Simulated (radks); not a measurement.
Question: Pd3+, 43 electrons, occupied as [Ar] 3d10 4s2 4p(1/2: 1, 3/2: 4) 4d(3/2: 4, 5/2: 4) (not the ground configuration). Method: Dirac Kohn-Sham, relativistic LDA (MacDonald-Vosko exchange, VWN5 correlation), spin-unpolarised, spherical densities, finite nucleus; Fermi nuclear charge, rms radius 4.5318 fm; computed with a radial shooting solver on a logarithmic mesh with Libxc functionals. Some entries of the table are withheld. Estimate them.

| orbital | occ. | eigenvalue (eV) | <1/r> (bohr^-1) | r(max) (bohr) |
|---|---|---|---|---|
| 1s1/2 | 2 | -24062.96 | 48.06 | (1) |
| 2s1/2 | 2 | -3555.307 | 11.05 | 0.1173 |
| 2p1/2 | 2 | -3306.245 | 11.04 | (2) |
| 2p3/2 | 4 | -3148.197 | 10.41 | (3) |
| 3s1/2 | 2 | -677.0969 | 3.851 | 0.3430 |
| 3p1/2 | 2 | -577.9772 | 3.761 | 0.3290 |
| 3p3/2 | 4 | -550.3890 | 3.606 | 0.3388 |
| 3d3/2 | 4 | (4) | (5) | 0.2804 |
| 3d5/2 | 6 | (6) | (7) | 0.2832 |
| 4s1/2 | 2 | -127.3592 | 1.483 | 0.8478 |
| 4p1/2 | 1 | (8) | 1.369 | 0.8858 |
| 4p3/2 | 4 | (9) | 1.320 | 0.9102 |
| 4d3/2 | 4 | -43.2903 | 1.036 | 1.044 |
| 4d5/2 | 4 | -42.6926 | 1.024 | 1.054 |

Answer: 
(1) 1s1/2 r(max) (bohr): 0.02073
(2) 2p1/2 r(max) (bohr): 0.09066
(3) 2p3/2 r(max) (bohr): 0.09482
(4) 3d3/2 eigenvalue (eV): -373.3302
(5) 3d3/2 <1/r> (bohr^-1): 3.442
(6) 3d5/2 eigenvalue (eV): -367.8012
(7) 3d5/2 <1/r> (bohr^-1): 3.402
(8) 4p1/2 eigenvalue (eV): -96.0883
(9) 4p3/2 eigenvalue (eV): -91.4014
